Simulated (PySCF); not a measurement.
BCl2, SMILES Cl[B+]Cl, charge +1. Heavy atoms are numbered as in [B+:1]([Cl:2])[Cl:3].

Coordinates come from a B3LYP-D3(BJ)/def2-TZVP optimisation.

All values below come from HF/pcSseg-2 (PySCF).

GIAO shieldings, no solvent; atoms alike by connectivity are averaged. δ = σ(ref) − σ: ¹¹B against BF3 (σ = 104.0 ppm); ³⁵Cl against HCl (σ = 947.2 ppm), references at their B3LYP-D3(BJ)/def2-TZVP geometries, non-relativistic (without spin–orbit terms, shifts of atoms bonded to Cl or Br come out too high).

```tsv
nucleus	atoms	count	δ (ppm)
¹¹B	B1	1	39.7
³⁵Cl	Cl2	2	130.9
```
